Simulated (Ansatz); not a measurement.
Reactions of `Cc1ccc(C)c(C)c1`.

Program: Ansatz. Geometries: PBE0-D4/def2-TZVP. ΔE: electronic, gas phase. CBS: MP2 limit from def2 TZ/QZ plus the TZ coupled-cluster correction, frozen cores. This one scheme is used for every species. Triplets are unrestricted, without spin–orbit coupling. Elements past krypton have def2 core potentials. For W outer-core shells are correlated without core-valence functions, which leaves a few kJ/mol of doubt a bond. One conformer a species, not always the lowest.

| reaction | HF/CBS(def2) (kJ/mol) | CCSD/CBS(def2) (kJ/mol) | CCSD(T)/CBS(def2) (kJ/mol) |
| --- | --- | --- | --- |
| `Cc1ccc(C)c(C)c1` → `CCCc1ccccc1` | 10 | 14 | 16 |
| `Cc1ccc(C)c(C)c1` + H₂ → `Cc1ccccc1C` + CH₄ | -82 | -64 | -59 |
| `Cc1ccc(C)c(C)c1` → `[CH2]` (triplet) + `Cc1cccc(C)c1` | 289 | 433 | 445 |
| `Cc1ccc(C)c(C)c1` + `OCBF` → `COCBF` + `Cc1ccc(C)cc1` | 39 | 57 | 59 |
| `Cc1ccc(C)c(C)c1` + `C[O][W]([OH])([OH])([OH])([OH])[Cl]` → `C[O][W]([OH])([OH])([OH])([Cl])[O]C` + `Cc1ccccc1C` | 32 | 41 | 41 |
| `Cc1ccc(C)c(C)c1` + `CC[Si]N` → `CC(C)[Si]N` + `Cc1ccc(C)cc1` | 14 | 15 | 15 |
| `Cc1ccc(C)c(C)c1` + `CCCCCS` → `CCCCCSC` + `Cc1cccc(C)c1` | 10 | 15 | 15 |

Largest T1 diagnostic: 0.022, for `C[O][W]([OH])([OH])([OH])([OH])[Cl]`.
